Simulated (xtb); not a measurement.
AgF, charge -1, doublet, geometry from GFN2-xTB (such geometries of metal compounds can be far from the true shape) (the multiplicity is a formal guess). Base run: GFN2-xTB in xtb 6.7.1.

Geometry (Å):
```xyz
2

Ag     0.0000     0.0000    -0.3816
F      0.0000     0.0000     1.9929
```
Charge -1, spin multiplicity 2.
All else is at xtb's defaults.
Base energy -8.78724 Eh.

Each row names what was changed in the base input (with any setting that the change needs).

| change | ΔE vs base (kcal/mol) | G_solv (kcal/mol) | SCF cycles |
|---|---|---|---|
| base | 0.000 | - | 11 |
| etemp = 10000 | -54.21 | - | 13 |
| acc = 1000 | 0.002 | - | 6 |
| alpb = acetone | -58.95 | -59.98 | 9 |
| etemp = 3000 | -6.19 | - | 15 |
| alpb = ether | -51.81 | -52.29 | 11 |
| acc = 0.0001 | 0.000 | - | 15 |
| acc = 0.1 | 0.000 | - | 12 |
| alpb = hexane | -39.94 | -40.34 | 10 |
| etemp = 1000 | -0.055 | - | 11 |

ALPB and GBSA are two models with their own fitted parameters for each solvent, which aren't always the measured dielectric constant.
